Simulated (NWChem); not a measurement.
## Total energies of CHO$_{2}$

```
C
O 1 1.1821
O 1 1.3123 2 130.64
H 3 0.9775 1 109.24 2 0.00
```
Charge 0, spin multiplicity 2.

Program: NWChem. All single points use one geometry, from UPBE0/def2-SVP, a minimum by its harmonic frequencies. It is one conformer; others weren't searched.

Basis set: 6-311G** (60 functions).

```
method                         total energy (Ha)
-----------------------------  -----------------
UHF                                   -188.18261
UMP2                                  -188.68963
UB2PLYP                               -188.99719
UPBE                                  -188.95454
UB3LYP                                -189.15137
ULC-wPBE (omega 0.3 per bohr)         -188.99629
```

Total energies of different functionals aren't comparable as a measure of quality: only differences taken within one method are. 

The correlated methods keep 3 core orbitals frozen. B3LYP has NWChem's definition, with VWN1-RPA local correlation. The Pople sets run with spherical d functions. The structure started from a generated list of species. The unpaired electrons of the parent sit in orbitals of symmetry a' (Cs labels of the run); other states weren't searched. The stability of the SCF solutions was not checked. Open-shell Hartree-Fock references start from PBE0 orbitals.
